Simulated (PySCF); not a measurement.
## Electron affinity of Bi by level of theory

Bi⁻ [Xe] 4f14 5d10 6s2 6p4 (3P) → Bi [Xe] 4f14 5d10 6s2 6p3 (4S), as a difference of total energies. All numbers are calculated (PySCF 2.14, scalar relativity by spin-free X2C-1e, in aug-cc-pwCVTZ-DK3 (11s10p8d5f1g, 125 functions)). The calculations carry no spin-orbit coupling.

| method | electron affinity (eV) |
| --- | --- |
| UHF | -0.179 |
| M06-L | 1.044 |
| BLYP | 0.964 |

Spin-orbit coupling is strong in these open shells (close to jj coupling). The scalar numbers leave it out and a first-order estimate fails, so it can dominate the gap to the real levels.

A negative affinity means that the anion lies above the atom at that level of theory.

In the anion the highest occupied orbital energy is positive at M06-L, BLYP, a self-interaction effect; the basis confines that electron, and the energy difference can still be sensible.

For comparison: 0.942 eV (measured; photodetachment measurements, as compiled on the Wikipedia data page of electron affinities).
